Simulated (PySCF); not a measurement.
SMILES C[Si](C)(C)B(O)O (C3H11BO2Si), singlet (GFN2-xTB optimised geometry):

```
18

B     -1.099     0.005     0.000
O     -1.759    -1.179    -0.023
H     -2.720    -1.156    -0.038
O     -1.758     1.190     0.000
H     -2.719     1.168    -0.015
Si     0.885     0.005     0.000
C      1.636     1.533     0.884
C      1.593     0.028    -1.788
C      1.637    -1.544     0.846
H      2.718     1.551     0.801
H      1.256     2.455     0.454
H      1.388     1.544     1.942
H      1.265     0.910    -2.331
H      1.269    -0.843    -2.352
H      2.678     0.030    -1.784
H      1.259    -2.455     0.392
H      1.390    -1.581     1.902
H      2.720    -1.558     0.762
```

Computed with PBE0/def2-SVP in PySCF.

Q: What are the frontier orbital energies and the dipole moment?

A: HOMO-2 -7.97 eV, HOMO-1 -7.93 eV, HOMO -7.66 eV, LUMO 0.43 eV, LUMO+1 1.04 eV; dipole moment 3.17 D.

On the same geometry PBE/def2-SVP (PySCF) gives HOMO-2 -6.64 eV, HOMO-1 -6.59 eV, HOMO -6.35 eV, LUMO -0.46 eV, LUMO+1 0.10 eV; dipole moment 3.08 D.

Meta-Löwdin charges at PBE0/def2-SVP: B1 0.23, O2 -0.47, H3 0.31, O4 -0.47, H5 0.31, Si6 0.74, C7 -0.54, C8 -0.54, C9 -0.54, H10 0.11, H11 0.11, H12 0.11, H13 0.11, H14 0.11, H15 0.11, H16 0.11, H17 0.11, H18 0.11.
